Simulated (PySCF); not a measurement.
## NbO: input and log

State: ⁴Σ⁻ (quartet), unpaired electrons σ ↑, δ ↑↑.

An equivalent input (the run itself took its basis sets from the Basis Set Exchange, started from a PBE0 density and held the occupation σ 6α 5β, πx 2α 2β, πy 2α 2β, δx 1α 0β, δy 1α 0β):

```python
from pyscf import gto, dft
mol = gto.M(atom='Nb 0 0 0; O 0 0 1.674', basis={'Nb': 'def2-TZVPP', 'O': 'def2-TZVPP'}, ecp={'Nb': 'def2-TZVPP'},
            charge=0, spin=3, verbose=4, symmetry='C2v')
mf = dft.UKS(mol, xc='R2SCAN')
mf.grids.atom_grid = (80, 434)
mf.grids.prune = dft.gen_grid.treutler_prune
mf.irrep_nelec = {'A1': (7, 5), 'A2': (1, 0), 'B1': (2, 2), 'B2': (2, 2)}
mf.conv_tol = 1e-9
mf.max_cycle = 60
mf.diis_space = 10
mf.kernel()
```

The log (some set-up lines and the per-cycle HOMO/LUMO lines removed):

```
******** <class 'pyscf.dft.uks_symm.SymAdaptedUKS'> ********
method = SymAdaptedUKS
damping factor = 0
level_shift factor = 0
DIIS = <class 'pyscf.scf.diis.CDIIS'>
diis_start_cycle = 1
diis_space = 10
diis_damp = 0
SCF conv_tol = 1e-09
SCF conv_tol_grad = None
SCF max_cycles = 60
number electrons alpha = 12  beta = 9
Set gradient conv threshold to 3.16228e-05
init E= -132.200229587547
cycle= 1 E= -132.201033412901  delta_E= -0.000804  |g|= 0.0329  |ddm|= 0.121
cycle= 2 E= -132.19410746814  delta_E= 0.00693  |g|= 0.135  |ddm|= 0.0838
cycle= 3 E= -132.20151171462  delta_E= -0.0074  |g|= 0.0079  |ddm|= 0.0614
cycle= 4 E= -132.201541274367  delta_E= -2.96e-05  |g|= 0.00141  |ddm|= 0.0112
cycle= 5 E= -132.201542142741  delta_E= -8.68e-07  |g|= 0.00051  |ddm|= 0.00146
cycle= 6 E= -132.201542268402  delta_E= -1.26e-07  |g|= 0.000168  |ddm|= 0.00062
cycle= 7 E= -132.201542284704  delta_E= -1.63e-08  |g|= 2.95e-05  |ddm|= 0.000219
cycle= 8 E= -132.201542286176  delta_E= -1.47e-09  |g|= 1.54e-05  |ddm|= 6.74e-05
cycle= 9 E= -132.201542286334  delta_E= -1.58e-10  |g|= 1.12e-06  |ddm|= 1.88e-05
Extra cycle  E= -132.201542286334  delta_E= 1.71e-13  |g|= 2.12e-06  |ddm|= 4.26e-06
converged SCF energy = -132.201542286334  <S^2> = 3.78048  2S+1 = 4.0152111
```

Repeating this along the bond gives Re = 1.684 Å and ωe = 1011 cm⁻¹.

A point of this curve took 2.3 CPU seconds beside 0.33 for the integrals, on Arm Neoverse V2 (shared host).

Spin–orbit coupling is left out. The state is the lowest single determinant that the PBE0 search found; with open d or f shells the true ground state can be another one.
